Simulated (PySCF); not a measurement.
**Computed structure and properties of [PbSF]−**

System: [PbSF]− (singlet); start: template (Cs). Method: PySCF 2.14.0, RKS PBE0, Pb def2-SVP with ECP60, S def2-SVP, F def2-SVP; non-relativistic Hamiltonian with scalar-relativistic core potentials where named; density fitting; no spin-orbit coupling.

Input of the relaxation:

```python
mol = gto.M(atom='''
Pb    -0.12592     0.00000    -0.18058
S      2.01808     0.00000     0.77892
F     -2.01772     0.00000     0.66602''',
    basis={'Pb': 'def2-SVP', 'S': 'def2-SVP', 'F': 'def2-SVP'},
    ecp={'Pb': 'def2-SVP'},
    charge=-1, spin=0)
mf = dft.RKS(mol, xc='PBE0')
mf.grids.atom_grid = (50, 194)
mf = mf.density_fit()  # fitting sets: Pb def2-universal-JKFIT, S def2-universal-JKFIT, F def2-universal-JKFIT
mf.conv_tol = 1e-08; mf.max_cycle = 55
mf.kernel(dm0)  # dm0: converged density of the start geometry
# quasi-Newton relaxation in Cartesian coordinates to a largest gradient under 0.00045 Eh/bohr, steps kept in the point group
```

Run from Python with OMP_NUM_THREADS=2; the lines above give its settings. Where DIIS fails, smearing, a level shift and second-order steps follow.
It took 5.4 s on 2 threads of Arm Neoverse V2, on a shared host, from the converged density of the start.

Course of the relaxation:

| step | energy above end (eV) | largest force component within the symmetry (eV/Å) |
| --- | --- | --- |
| 0 | 0.4783 | 2.521 |
| 1 | 0.1215 | 0.623 |
| 2 | 0.0523 | 0.578 |
| 3 | 0.0045 | 0.241 |
| 4 | 0.0003 | 0.073 |
| 5 | 0.0000 | 0.017 |
| 6 | 0.0000 | 0.000 |

Relaxed geometry (Cs):

```xyz
3

Pb   -0.1267    0.0000   -0.5017
S     1.7935    0.0000    0.9261
F    -1.7925    0.0000    0.8400
```

```json
{"contact": "Pb1–S2 (S)", "Å": "2.393"}
{"contact": "Pb1–F3 (F)", "Å": "2.139"}
```

On the finer grid (75, 302):

```yaml
HOMO: -0.70 eV
LUMO: 3.05 eV
Dipole_about_the_centre_of_mass: 5.67 D
Set_of_Mulliken_populations_of_Pb1_outside_the_core_potential: s 3.90, p 7.73, d 10.15
D3_BJ_dispersion_energy_not_in_the_energies: -0.056 eV
```

```
atom  Mulliken (e)  Löwdin (e)  spin (e)
 Pb1          0.23       -0.05      0.00
  S2         -0.67       -0.48      0.00
  F3         -0.56       -0.47      0.00
```

On the grid (50, 194), as all that follows. Harmonic modes: a minimum; lowest 147 cm⁻¹ (negative: unstable), highest 461 cm⁻¹, zero-point energy 0.062 eV.

Rigid scan of S along the line from its metal:

distance to S2 (Å), energy (eV) and a bar:
```
     2.09      1.041 ##############################
     2.19      0.401 ############
     2.29      0.087 ###
     2.39      0.000 
     2.49      0.069 ##
     2.59      0.243 #######
     2.69      0.484 ##############
     2.84      0.913 ##########################
```

Taking off one F (charge -1, singlet; the rest: singlet) in vacuum, both parts rigid, costs 4.07 eV; the small basis without counterpoise inflates it.

Rigid scan of F along the line from its metal:

| distance to F3 (Å) | energy (eV) |
| --- | --- |
| 1.84 | 1.030 |
| 1.94 | 0.381 |
| 2.04 | 0.080 |
| 2.14 | 0.000 |
| 2.24 | 0.057 |
| 2.34 | 0.193 |
| 2.54 | 0.573 |
| 2.84 | 1.175 |
| 3.24 | 1.839 |
| 3.74 | 2.429 |

One start shape was tried, so this needn't be the lowest isomer.
